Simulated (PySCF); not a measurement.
C7H7NO.
Geometry (GFN2-xTB, Å), atoms numbered from 1 in this order:
```xyz
16
C7H7NO angstrom
C     -3.0872    1.9851   -0.4400
C     -1.9646    1.2718   -0.3457
C     -1.4188    0.8313    0.9084
C     -0.3059    0.1198    1.0140
C      0.7451   -0.5521    1.1310
C      1.8576   -1.2579    1.2068
C      2.6513   -1.6721    0.0288
N      2.1504   -1.2642   -1.1649
O      3.6695   -2.3264    0.1216
H     -3.4800    2.3045   -1.3894
H     -3.6489    2.2701    0.4346
H     -1.4161    0.9956   -1.2373
H     -1.9592    1.1046    1.8069
H      2.2498   -1.5770    2.1615
H      1.3103   -0.7163   -1.2142
H      2.6390   -1.5080   -2.0090
```

Computed at PBE0/pcSseg-1 (PySCF, non-relativistic), with Q(14N) = 0.02044 b, Q(17O) = −0.0256 b: N8, 14N (I = 1): χzz = -4.755 MHz, η = 0.048; O9, 17O (I = 5/2): χzz = 9.946 MHz, η = 0.006.

Problem. Find the zero-field quadrupole resonance frequencies of 14N at N8.

Solution. From ν± = (3/4)|χ|(1 ± η/3) and ν0 = |χ|η/2: ν+ 3.623 MHz, ν− 3.509 MHz, ν0 0.115 MHz (amide nitrogen).

Problem. Where would the pure quadrupole (NQR) lines of 17O at O9 fall for the rigid, isolated species?

Solution. From the eigenvalues of H = χ/[4I(2I − 1)] × [3Iz² − I(I + 1) + η(Ix² − Iy²)], steps between neighbouring levels, labelled as for η = 0: ±1/2↔±3/2 1.492 MHz, ±3/2↔±5/2 2.984 MHz (amide oxygen).

In a crystal, neighbours and librations shift these lines. GFN2-xTB bond lengths can be off by several hundredths of an ångström, more for odd bonds, and the gradients follow them. The small basis limits the accuracy of the gradients.

One conformer stands for the species.
